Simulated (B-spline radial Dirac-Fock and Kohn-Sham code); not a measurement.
Model: multi-electron Dirac-Fock with separately optimised hole states, Breit and Lamb-shift corrections added in first order. Program: a radial B-spline solver. No correlation.

Question: Identify the element and charge state from the binding energies below (tabulated ground configuration; the least bound level is included).

```
level  binding energy (eV)
    K              14474.5
   L2               1876.8
   M1                434.5
   M2                363.9
   M3                355.8
   M4                232.7
   M5                231.4
```

Answer: Kr⁸⁺: Z = 36 with 28 electrons, [Ar] 3d10. The hydrogen-like estimate √(E/Ry) = 32.6 for the K level lies 3.4 below Z; the outermost level, at 231.4 eV, fixes the charge.

Question: An atom or ion in its tabulated ground configuration has these computed binding energies (the last is its least bound level). Which is it?

| level | binding energy (eV) |
| --- | --- |
| 1s | 57257.5 |
| 2s | 13359.9 |
| 2p | 12530.7 |

Answer: Tb⁵⁷⁺: Z = 65 with 8 electrons, [He] 2s2 2p4. The hydrogen-like estimate √(E/Ry) = 64.9 for the K level lies 0.1 below Z (screening lowers it, relativity raises it); the outermost level, at 12530.7 eV, fixes the charge.
